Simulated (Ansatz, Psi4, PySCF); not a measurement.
CH4N2S, charge -1, doublet, geometry from GFN2-xTB (a state made from the parent by changing its charge; the spin is typed, not shown lowest) (in this run its highest filled SCF level lies above zero, so its values depend strongly on the basis, on diffuse functions most of all), atoms displaced at random by about 0.03 Å a coordinate. Base run: PBE0/STO-3G, gradient run with PySCF.

The PySCF input:
```python
from pyscf import gto, scf, dft

mol = gto.Mole()
mol.atom = '''
    N     0.75816835   -1.22290003   -0.43711364
    C     0.01536726   -0.27336809    0.21187017
    N    -1.40126045   -0.84032488    0.44040801
    S     0.26584345    1.34105987   -0.00437140
    H     0.98564738   -2.10467706    0.04149154
    H     1.70620389   -0.85449472   -0.60410342
    H    -1.74573149   -1.16708081   -0.49581624
    H    -1.90702756   -0.08255492    0.67706457
'''
mol.basis = 'sto-3g'
mol.charge = -1
mol.spin = 1
mol.verbose = 3
mol.build()

mf = dft.UKS(mol)
mf.xc = 'pbe0'
mf.kernel()
g = mf.nuc_grad_method()
grad = g.kernel()
```

Programs used: Ansatz (an electronic-structure program), Psi4, PySCF; a row that names a program was run with it.

The coordinate followed is z of atom 8.

Variants of this job, named by their change:

```
change                                                  dE/dx (Eh/bohr)  net force (Eh/bohr)
------------------------------------------------------  ---------------  -------------------
base                                                          -0.025713             0.000019
conv_tol = 1e-4                                               -0.025705             0.000019
density fitting = on; auxbasis_response = off                 -0.025709             0.001339
grids.level = 5; grid_response = off                          -0.025714             0.000002
finite difference step (bohr) = 0.01; conv_tol = 1e-11        -0.025710                    -
code = psi4                                                   -0.025707             0.000020
code = ansatz                                                 -0.025713             0.000000
finite difference step (bohr) = 0.05; conv_tol = 1e-11        -0.025598                    -
grids.level = 5; grid_response = on                           -0.025713             0.000000
conv_tol = 1e-6                                               -0.025716             0.000019
finite difference step (bohr) = 1e-5; conv_tol = 1e-11        -0.025715                    -
grids.level = 1; grid_response = on                           -0.025706             0.000000
```

The net force is zero for an exact gradient.

Open shells are given as the SCF converged; they aren't shown to be the lowest states, and a large step between rows can be another state.
